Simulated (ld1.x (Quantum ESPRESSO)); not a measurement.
# Building the PAW potential for V (Z = 23) (PBEsol, non-relativistic).

ld1.x (Quantum ESPRESSO) 7.5 input, shortened:

```
&input
   title='V', zed=23., rel=0, dft='PBESOL', iswitch=3,
   config='[Ar] 3d3 4s0 4p0'
 /
 &inputp
   pseudotype=3, lpaw=.true., tm=.true., lloc=-1, rcloc=2.30,
   nlcc=.false.,
   which_augfun='BG', rmatch_augfun=1.00
 /
6
3S  1  0   2.00   0.00  1.40  1.55  0.0
4S  2  0   0.00   0.00  1.40  1.55  0.0
3P  2  1   6.00   0.00  1.55  1.75  0.0
4P  3  1   0.00   0.00  1.55  1.75  0.0
3D  3  2   3.00   0.00  2.05  2.35  0.0
3D  3  2   0.00   3.35  2.05  2.35  0.0
 &test
   configts(1)='3s2 3p6 3d3 4s0 4p0'
 /
```

Problem. Estimate the cutoffs (Ry, on a coarse ladder) from which the occupation-weighted sum of valence levels, in a spherical-Bessel basis at the reference potential, stays within 10 and 1 mRy of its value at 400 Ry.

Solution. 30 Ry and 45 Ry.

Problem. Does the potential have ghost states?

Solution. No extra level below or beside the all-electron valence levels (s, p, d, f tested).

Problem. Is the overlap operator S = 1 + Σ q|β⟩⟨β| positive definite (Bessel basis up to 400 Ry)?

Solution. Yes: its lowest eigenvalue is 0.11 (p channel).

Test run stopped at test 1 of 7 (negative rho).
